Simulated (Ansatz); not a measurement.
Born–Oppenheimer molecular dynamics of CH5F2NOSi (11 atoms, charge 0, multiplicity 1). It starts from a relaxed structure.

Theory: Ansatz, RKS PBE0-D4/STO-3G.

```json
{
  "ensemble": "NVE (velocity Verlet)",
  "time step": "0.5 fs",
  "steps asked": "600",
  "starting velocities drawn for": "300 K",
  "seed": "302740"
}
```

First frame:

```xyz
11
Properties=species:S:1:pos:R:3
N -0.201 -1.984 0.733
C -0.116 -0.488 0.605
F 0.947 0.063 1.352
O 0.076 -0.228 -0.794
Si 0.026 1.442 -1.176
F -1.446 2.023 -0.758
H 0.726 -2.337 0.370
H -0.143 -2.171 1.770
H -1.082 -0.070 1.013
H 1.049 2.206 -0.486
H 0.228 1.489 -2.608
```

What does the run give?

All steps were run.

```
steps done                                               : 600
time covered                                             : 300 fs
mean temperature over the second half                    : 210 K
spread of the potential energy over the second half      : 3.9 meV per atom
mean potential energy of the second half above the start : 9.6 meV per atom
```

The conserved energy stayed within 0.16 meV per atom of its start (net change 0.097 meV per atom), so the integration is sound. A run of 0.3 ps of so small a system gives no equilibrium averages. Limits of this set-up: minimal basis.

What happens to the structure?

The same pairs are bonded in the first frame and the last. Pairs count as bonded within 1.25 times the sum of covalent radii (0.12 Å more for H–H). Another seed would give other details.

How do temperature and energy run in time?


```json
{"time (fs)": "0.0", "T (K)": "300", "potential energy less start (eV)": "0.000", "conserved less start (meV/atom)": "0.00"}
{"time (fs)": "10.0", "T (K)": "192", "potential energy less start (eV)": "0.126", "conserved less start (meV/atom)": "0.06"}
{"time (fs)": "20.0", "T (K)": "142", "potential energy less start (eV)": "0.185", "conserved less start (meV/atom)": "0.10"}
{"time (fs)": "30.0", "T (K)": "156", "potential energy less start (eV)": "0.169", "conserved less start (meV/atom)": "0.13"}
{"time (fs)": "40.0", "T (K)": "159", "potential energy less start (eV)": "0.165", "conserved less start (meV/atom)": "0.15"}
{"time (fs)": "50.0", "T (K)": "120", "potential energy less start (eV)": "0.211", "conserved less start (meV/atom)": "0.12"}
{"time (fs)": "60.0", "T (K)": "145", "potential energy less start (eV)": "0.181", "conserved less start (meV/atom)": "0.09"}
{"time (fs)": "70.0", "T (K)": "164", "potential energy less start (eV)": "0.159", "conserved less start (meV/atom)": "0.06"}
{"time (fs)": "80.0", "T (K)": "178", "potential energy less start (eV)": "0.143", "conserved less start (meV/atom)": "0.05"}
{"time (fs)": "90.0", "T (K)": "172", "potential energy less start (eV)": "0.150", "conserved less start (meV/atom)": "0.08"}
{"time (fs)": "100.0", "T (K)": "197", "potential energy less start (eV)": "0.121", "conserved less start (meV/atom)": "0.09"}
{"time (fs)": "110.0", "T (K)": "145", "potential energy less start (eV)": "0.182", "conserved less start (meV/atom)": "0.11"}
{"time (fs)": "120.0", "T (K)": "117", "potential energy less start (eV)": "0.215", "conserved less start (meV/atom)": "0.13"}
{"time (fs)": "130.0", "T (K)": "163", "potential energy less start (eV)": "0.160", "conserved less start (meV/atom)": "0.11"}
{"time (fs)": "140.0", "T (K)": "176", "potential energy less start (eV)": "0.145", "conserved less start (meV/atom)": "0.08"}
{"time (fs)": "150.0", "T (K)": "141", "potential energy less start (eV)": "0.186", "conserved less start (meV/atom)": "0.04"}
{"time (fs)": "160.0", "T (K)": "153", "potential energy less start (eV)": "0.172", "conserved less start (meV/atom)": "0.05"}
{"time (fs)": "170.0", "T (K)": "200", "potential energy less start (eV)": "0.117", "conserved less start (meV/atom)": "0.10"}
{"time (fs)": "180.0", "T (K)": "169", "potential energy less start (eV)": "0.154", "conserved less start (meV/atom)": "0.15"}
{"time (fs)": "190.0", "T (K)": "178", "potential energy less start (eV)": "0.143", "conserved less start (meV/atom)": "0.12"}
{"time (fs)": "200.0", "T (K)": "260", "potential energy less start (eV)": "0.047", "conserved less start (meV/atom)": "0.05"}
{"time (fs)": "210.0", "T (K)": "261", "potential energy less start (eV)": "0.046", "conserved less start (meV/atom)": "0.01"}
{"time (fs)": "220.0", "T (K)": "213", "potential energy less start (eV)": "0.102", "conserved less start (meV/atom)": "0.05"}
{"time (fs)": "230.0", "T (K)": "228", "potential energy less start (eV)": "0.085", "conserved less start (meV/atom)": "0.09"}
{"time (fs)": "240.0", "T (K)": "187", "potential energy less start (eV)": "0.133", "conserved less start (meV/atom)": "0.14"}
{"time (fs)": "250.0", "T (K)": "169", "potential energy less start (eV)": "0.154", "conserved less start (meV/atom)": "0.15"}
{"time (fs)": "260.0", "T (K)": "201", "potential energy less start (eV)": "0.116", "conserved less start (meV/atom)": "0.11"}
{"time (fs)": "270.0", "T (K)": "250", "potential energy less start (eV)": "0.059", "conserved less start (meV/atom)": "0.07"}
{"time (fs)": "280.0", "T (K)": "255", "potential energy less start (eV)": "0.053", "conserved less start (meV/atom)": "0.02"}
{"time (fs)": "290.0", "T (K)": "242", "potential energy less start (eV)": "0.068", "conserved less start (meV/atom)": "0.05"}
{"time (fs)": "300.0", "T (K)": "272", "potential energy less start (eV)": "0.034", "conserved less start (meV/atom)": "0.10"}
```

The run took 19 min on 1 thread of Arm Neoverse V1, on a shared host, peak memory 0.094 GiB.
